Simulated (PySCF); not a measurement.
**Energy of Ti²⁺ (titanium, charge +2) between two integer charges**

The 3d alpha orbital of [Ar] 3d2 is emptied in steps (occupation f), with all orbitals relaxed, ending at [Ar] 3d1. All numbers are calculated (PySCF 2.14, the non-relativistic Hamiltonian (point nucleus), in aug-cc-pVDZ). The exact energy is a straight line in f; departures are measured from the line between the end points of the same method.

```tsv
f	CAM-B3LYP (eV)
1	0.000
0.9	-0.360
0.7	-0.850
0.5	-1.023
0.3	-0.869
0.1	-0.377
0	0.000
```

```csv
method,E(f=0) − E(f=1) (eV),−ε at f=1 (eV),−ε at f=0.5 (eV)
CAM-B3LYP,28.556,24.586,28.496
```

Orbital energy along the path (eV):

```tsv
f	CAM-B3LYP
1	-24.586
0.9	-25.336
0.7	-26.886
0.5	-28.496
0.3	-30.164
0.1	-31.884
0	-32.759
```

Reference removal energy between the ground levels: 27.492 eV (measured; NIST Atomic Spectra Database, ionization energies). The calculation has no spin-orbit coupling.
